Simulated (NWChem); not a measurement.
**Basis-set convergence for hydrogen telluride (H2Te)**

```xyz
3

Te     0.0000     0.0000    -0.0435
H     -1.1788     0.0000     1.1300
H      1.1788     0.0000     1.1300
```
Charge 0, spin multiplicity 1.

All runs are NWChem calculations. Structure: optimised with PBE0/def2-SVP with def2 effective core potentials on Te, a minimum by its harmonic frequencies.

Quantity: first vertical ionisation energy at the level G0W0@PBE0.

Effective core potentials replace the inner electrons of Te; spin-orbit coupling is left out. GW and range-separated runs recompute their integrals, the others keep them in memory, which bears on the times.

Relative cost: rough, from shared machines, SCF included, def2-SVP = 1.

```json
[
 {"basis": "def2-SVP", "functions": "36", "first vertical ionisation energy (eV)": "8.25", "relative cost": "1"},
 {"basis": "def2-SVPD", "functions": "51", "first vertical ionisation energy (eV)": "8.23", "relative cost": "under 3"},
 {"basis": "def2-TZVP", "functions": "62", "first vertical ionisation energy (eV)": "8.63", "relative cost": "under 3"},
 {"basis": "def2-TZVPD", "functions": "77", "first vertical ionisation energy (eV)": "8.63", "relative cost": "under 3"},
 {"basis": "def2-TZVPP", "functions": "78", "first vertical ionisation energy (eV)": "8.66", "relative cost": "under 3"},
 {"basis": "def2-QZVP", "functions": "142", "first vertical ionisation energy (eV)": "8.90", "relative cost": "20"}
]
```

Smallest basis within 0.2 eV of def2-QZVP, the largest set run: no smaller one. def2-QZVP isn't the basis-set limit itself, and a small set can land close by cancellation.
